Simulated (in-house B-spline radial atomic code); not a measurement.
## Ionising V+ with different functionals

Computed with a radial B-spline atomic code at the basis-set limit: four-component Dirac-Coulomb Hamiltonian, Fermi nucleus of rms radius 3.6002 fm, spin-restricted, spherical fractional occupations for the functionals. The ionisation energy is the difference of two self-consistent energies, [Ar] 3d4 → [Ar] 3d3, without Breit or QED terms; ε is the level of the shell that loses the electron (mean over j). The electron is taken from both j subshells in proportion to 2j + 1, so the result is a j average, not the step between ground levels.

Hybrids are left out here: with spherical fractional occupations of an open shell their exact exchange keeps a self-interaction that integer-occupation calculations don't have.

| method | rung | ΔSCF (eV) | -ε(3d) (eV) |
| --- | --- | --- | --- |
| LDA VWN5 | LDA | 15.11 | 9.26 |
| relativistic LDA | LDA | 15.12 | 9.27 |
| LDA PW92 | LDA | 15.11 | 9.26 |
| LDA exchange-only | LDA | 13.79 | 8.10 |
| PBE | GGA | 14.83 | 8.99 |
| PBEsol | GGA | 14.79 | 8.95 |
| BLYP | GGA | 14.87 | 9.03 |
| RPBE | GGA | 14.74 | 8.89 |
| PW91 | GGA | 14.90 | 9.04 |
| BP86 | GGA | 14.92 | 9.11 |
| AM05 | GGA | 14.78 | 8.94 |
| OLYP | GGA | 14.75 | 8.82 |

Problem. How do they compare with the NIST value?

Solution. NIST lists 14.63 eV ± 0.007 (measured, ground level to ground level). Errors run from -0.85 to +0.49 eV; RPBE is closest (+0.11 eV), though others lie within the uncertainty of it, and part of that can be cancellation, since the calculations leave out Breit-QED terms, spin polarisation, the choice among j levels, multiplet and fine-structure energies.
